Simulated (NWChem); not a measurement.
System: BeSiH$_{3}$F; SMILES [F][Be][SiH3]

Computed with NWChem. Pople sets run with spherical d functions. All runs use the structure optimised with PBE0/def2-SVP. Vertical excitations in the gas phase.

Estimate the computed values for LRC-wPBEh/6-31+G*, TDA. Quantities: lowest excitation, singlet (eV); oscillator strength of that lowest state; lowest triplet (eV); orbital gap (eV).

lowest excitation, singlet (eV): 6.77
oscillator strength of that lowest state: 0.145
lowest triplet (eV): 5.14
orbital gap (eV): 10.88
